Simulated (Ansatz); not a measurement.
Cu₂Se: single points at one geometry.

```yaml
crystal:
  periodic: [false, false, false]
  atoms:
    - {symbol: Cu, position_ang: [-0.912116, -0.450142, -1.057666]}
    - {symbol: Cu, position_ang: [1.108292, -0.656885, 0.702447]}
    - {symbol: Se, position_ang: [-0.196166, 1.107027, 0.355209]}
basis:
  gaussian: {orbitals: def2-TZVP, initial_orbitals: start.molden}
hamiltonian: {xc: pbe0, dispersion: d4}
scf: {omitted_lower_state_checks: [starts]}
output: {orbitals: {seedname: orbitals}}
```

The file start.molden holds the orbitals of an earlier run on this structure, at another level or in another basis.

```sh
$ ansatz run in.yaml --threads 4 --pin off --events-out ev --progress --plain --max-ram 3916MiB
```

Shortened log:

```
Functional definition: PBE0
1272 factors; integrals over basis functions are off by at most 5.7e-4 eV
mean field evaluation 1: about -154609.8231 eV, gradient 1.6e2 eV
mean field evaluation 2: about -154611.7034 eV, gradient 5.2e0 eV
mean field evaluation 4: about -154612.0105 eV, gradient 7.2e-1 eV
mean field evaluation 8: about -154612.0124 eV, gradient 3.1e-5 eV
mean field -154612.01241482 eV, -5681.8866564587 hartree, gradient 3.1e-5 eV, S^2 0.000000; 0 other end points of the search recorded, 0 dependent functions left out
reference -154612.01244560 eV, -5681.8866575896 hartree; 46, 46 occupied and 92, 92 virtual orbitals, 1272 factors
Total energy: -154612.09890482 eV, -5681.8898349075 hartree
Checks for a lower state left out: starts
```

Run time 2.2 s (4 threads of Arm Neoverse V2 on a shared host).

First input, but with `hamiltonian: {xc: pbe, dispersion: d4}` (abridged; 1.3 s):

```
Functional definition: PBE
mean field -154610.31312921 eV, -5681.8242088644 hartree, gradient 1.3e-5 eV, S^2 0.000000
Total energy: -154610.41606310 eV, -5681.8279916150 hartree
Checks for a lower state left out: starts
```

First input, but with `hamiltonian: {xc: r2scan, dispersion: d4}` (abridged; 2.8 s):

```
Functional definition: r2SCAN
mean field -154632.06916028 eV, -5682.6237282594 hartree, gradient 3.2e-5 eV, S^2 0.000000
Total energy: -154632.08718552 eV, -5682.6243906747 hartree
Checks for a lower state left out: starts
```

Geometry: r2SCAN-D4/def2-TZVP, that of the charge +1 doublet.

The structure comes from a short search, and lower isomers may exist.
